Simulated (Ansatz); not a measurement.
Reaction (ligand exchange at a B–C bond): `N[SiH2]CBO` + `O[SiH2][SiH3]` → `OBO[SiH2][SiH3]` + `C[SiH2]N`

Computed with Ansatz on PBE0-D4/def2-TZVP structures; ΔE is electronic, products minus reactants. CCSD(T)/CBS is the MP2 limit (def2-TZVPP, def2-QZVPP) plus CCSD(T) − MP2 in def2-TZVPP, frozen cores. DFT in def2-TZVPP. B3LYP here is the variant with VWN-RPA as its local correlation; programs differ in this. HSE06 is defined as in plane-wave codes. Each species was taken in one conformer, which may not be the lowest.

```tsv
level	ΔE (kcal/mol)	difference from CCSD(T)/CBS
LDA (SPW92)	-29.1	0.6
PBE-D4	-28.0	1.7
revPBE-D4	-27.5	2.2
BLYP-D4	-30.1	-0.4
r2SCAN-D4	-29.8	-0.1
B97M-V	-30.3	-0.6
PBE0-D4	-28.7	1.0
B3LYP-D4	-30.7	-1.0
r2SCAN0-D4	-30.2	-0.5
HSE06-D4	-28.7	1.0
BHLYP-D4	-32.0	-2.3
CAM-B3LYP-D4	-31.4	-1.7
ωB97X-V	-29.8	-0.1
ωB97M-V	-29.9	-0.2
B2PLYP	-30.7	-1.0
PBE-QIDH	-29.6	0.1
revPBE	-27.5	2.2
BLYP	-30.2	-0.5
PBE0	-28.8	0.9
B3LYP	-30.8	-1.1
r2SCANh	-30.0	-0.3
r2SCAN0	-30.2	-0.5
HSE06	-28.8	0.9
BHLYP	-32.0	-2.3
CAM-B3LYP	-31.4	-1.7
LC-ωPBE	-29.2	0.5
RPA@PBE/def2-TZVPP	-29.6	0.1
HF/def2-SVP	-35.9	-6.2
MP2/def2-SVP	-33.5	-3.8
CCSD/def2-SVP	-33.8	-4.1
CCSD(T)/def2-SVP	-33.7	-4.0
HF/def2-TZVPP	-33.6	-3.9
MP2/def2-TZVPP	-29.8	-0.1
CCSD/def2-TZVPP	-30.4	-0.7
CCSD(T)/def2-TZVPP	-30.1	-0.4
HF/def2-QZVPP	-33.8	-4.1
MP2/def2-QZVPP	-29.6	0.1
SCS-MP2/def2-QZVPP	-30.3	-0.6
MP2/CBS(def2)	-29.4	0.3
CCSD/CBS(def2)	-30.1	-0.4
CCSD(T)/CBS	-29.7	0
```

Question: What do rigid-rotor, harmonic-oscillator terms from PBE0-D4/def2-TZVP frequencies (298.15 K, 1 bar) make of the CCSD(T)/CBS value? (Estimate.)

Answer: Computed: ΔZPE = +0.3 kcal/mol, ΔH = -29.5 kcal/mol, ΔS = -5 J/(mol·K), ΔG = -29.1 kcal/mol. Modes under 50 cm⁻¹ make the entropy rough.

Largest T1 diagnostic among the species: 0.013.

From PBE to PBE0 (25 % exact exchange), in def2-TZVPP and without D4, ΔE moves by −0.8 kcal/mol. Leaving LDA and LC-ωPBE aside and taking each functional with its dispersion term where it has one, the values spread over 4.5 kcal/mol, from BHLYP-D4 to revPBE-D4. LDA lies −1.0 kcal/mol from PBE without D4.

CCSD(T)/CBS has its own doubt, a few kJ/mol and more with outer-core shells, so smaller differences from it don't rank the levels.
